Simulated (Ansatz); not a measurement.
The cluster Rb6, relaxed as a singlet with RKS PBE0/def2-SVP in Ansatz, starting from the GFN1-xTB geometry. Force threshold 0.02 eV/Å.

In the def2 sets Rb takes a core potential; there is no spin–orbit coupling. The restricted singlet is unstable towards broken spin symmetry in Hartree–Fock (as tested in another run); at PBE0/def2-SVP this wasn't settled. The structure comes from a short search, and lower isomers may exist.

Start:

```xyz
6

Rb    1.2698   -1.3221   -3.3886
Rb    0.0223   -0.2648    2.3808
Rb    0.0096    0.0850    0.6111
Rb    0.1607    0.6959    0.6876
Rb    0.2153    0.6557    0.1912
Rb   -1.6777    0.1503   -0.4822
```

```csv
step,energy (eV),largest force component (eV/Å),SCF passes
1,-1272.5994,5300.452,66
2,-2915.1947,1986.622,89
3,-3454.1598,914.387,47
4,-3722.1415,347.541,44
5,-3836.3881,138.953,49
6,-3855.1214,109.499,42
7,-3879.3734,69.403,48
8,-3900.0321,36.784,52
9,-3913.3275,17.132,41
10,-3920.8524,8.374,44
11,-3925.4966,4.379,40
13,-3930.1196,1.806,32
15,-3932.2870,0.794,31
17,-3933.2612,0.394,31
19,-3933.6940,0.178,30
21,-3933.8453,0.061,29
23,-3933.8965,0.036,30
25,-3933.9303,0.026,29
27,-3933.9587,0.017,28
29,-3933.9676,0.011,28
30,-3933.9705,0.009,26
```

Force components are those of the run's own axes.

End:

| atom | x (Å) | y (Å) | z (Å) |
| --- | --- | --- | --- |
| Rb1 | 0.898 | -0.474 | -4.249 |
| Rb2 | -0.255 | -2.182 | 3.803 |
| Rb3 | 1.769 | -3.280 | -0.441 |
| Rb4 | -0.514 | 2.665 | 2.947 |
| Rb5 | 0.070 | 3.664 | -1.699 |
| Rb6 | -1.967 | -0.392 | -0.361 |

Bonds lost: Rb1–Rb4, Rb2–Rb5, Rb3–Rb4, Rb3–Rb5 (atoms count from 1).

The force fell under the threshold at step 27, but the optimiser went on and released 0.012 eV more. No frequencies were taken in this run, so the end may be a saddle point.

Run time 5.4 min (2 threads of Intel Xeon Platinum 8259CL on a shared host).
